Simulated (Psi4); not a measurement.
Method: SAPT0/jun-cc-pVDZ, frozen core (Psi4).

Psi4 input:

```
molecule {
0 1
Br 0.71241346 0.00000000 0.00000000
H -0.71241346 -0.00000000 -0.00000000
--
0 1
C -2.24811608 -0.14032863 -2.42808797
Cl -2.85602494 -0.01982925 -0.74410276
H -1.71234801 -1.07898454 -2.53168278
H -3.09918202 -0.11047083 -3.10162373
H -1.58547410 0.69961783 -2.61315296
units angstrom
symmetry c1
no_reorient
no_com
}
set basis jun-cc-pvdz
set scf_type df
set freeze_core true
energy('sapt0')
```

Part of the output:

```
    SAPT Results
  --------------------------------------------------------------------------------------------------------
    Electrostatics                 -9.94491142 [mEh]      -6.24052613 [kcal/mol]     -26.11036133 [kJ/mol]
      Elst10,r                     -9.94491142 [mEh]      -6.24052613 [kcal/mol]     -26.11036133 [kJ/mol]

    Exchange                       16.76879297 [mEh]      10.52257645 [kcal/mol]      44.02645989 [kJ/mol]
      Exch10                       16.76879297 [mEh]      10.52257645 [kcal/mol]      44.02645989 [kJ/mol]
      Exch10(S^2)                  16.54642242 [mEh]      10.38303683 [kcal/mol]      43.44262609 [kJ/mol]

    Induction                      -5.18671590 [mEh]      -3.25471337 [kcal/mol]     -13.61772072 [kJ/mol]
      Ind20,r                      -9.28043767 [mEh]      -5.82356256 [kcal/mol]     -24.36578574 [kJ/mol]
      Exch-Ind20,r                  7.10633346 [mEh]       4.45929157 [kcal/mol]      18.65767593 [kJ/mol]
      delta HF,r (2)               -3.01261169 [mEh]      -1.89044238 [kcal/mol]      -7.90961091 [kJ/mol]

    Dispersion                     -4.41101015 [mEh]      -2.76795066 [kcal/mol]     -11.58110557 [kJ/mol]
      Disp20                       -5.25258720 [mEh]      -3.29604823 [kcal/mol]     -13.79066578 [kJ/mol]
      Exch-Disp20                   0.84157704 [mEh]       0.52809757 [kcal/mol]       2.20956022 [kJ/mol]
      Disp20 (SS)                  -2.62629360 [mEh]      -1.64802411 [kcal/mol]      -6.89533289 [kJ/mol]
      Disp20 (OS)                  -2.62629360 [mEh]      -1.64802411 [kcal/mol]      -6.89533289 [kJ/mol]
      Exch-Disp20 (SS)              0.42248607 [mEh]       0.26511401 [kcal/mol]       1.10923703 [kJ/mol]
      Exch-Disp20 (OS)              0.41909097 [mEh]       0.26298355 [kcal/mol]       1.10032319 [kJ/mol]

  Total HF                          1.63716565 [mEh]       1.02733696 [kcal/mol]       4.29837783 [kJ/mol]
  Total SAPT0                      -2.77384450 [mEh]      -1.74061370 [kcal/mol]      -7.28272774 [kJ/mol]
```
